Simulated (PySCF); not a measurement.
MZn cations for M along the chalcogens

PBE with triple-zeta basis sets in PySCF, for the lowest determinant that a PBE0 search found; no spin–orbit coupling. De refers to high-spin ground-configuration atoms (the charge goes to the atom of lower measured ionisation energy or higher electron affinity, which is not always the lowest computed limit). A positive dipole points towards Zn; it is taken about the centre of mass and depends on that origin.

| M | basis | charged atom | state (unpaired electrons) | Re (Å) | ωe (cm⁻¹) | De (eV) | μ (D) |
| --- | --- | --- | --- | --- | --- | --- | --- |
| O | def2-TZVPPD | Zn+ | doublet (π ↑) | 1.807 | 610 | 2.03 | 3.94 |
| S | def2-TZVPPD | Zn+ | doublet (π ↑) | 2.163 | 387 | 2.39 | 2.95 |
| Se | def2-TZVPPD | Zn+ | doublet (π ↑) | 2.290 | 277 | 2.41 | 4.54 |

The shortest bond is that of ZnO⁺ (1.807 Å), the longest that of ZnSe⁺ (2.290 Å).

Down a group the atoms grow and get heavier, so bonds lengthen and wavenumbers fall; this series shows no clear exception.

Spin–orbit coupling is left out. For an ion De counts to the pair picked by the measured ionisation energies or electron affinities, which need not be the lowest pair at this level. States were picked by a PBE0 search and need not be the measured ground states.
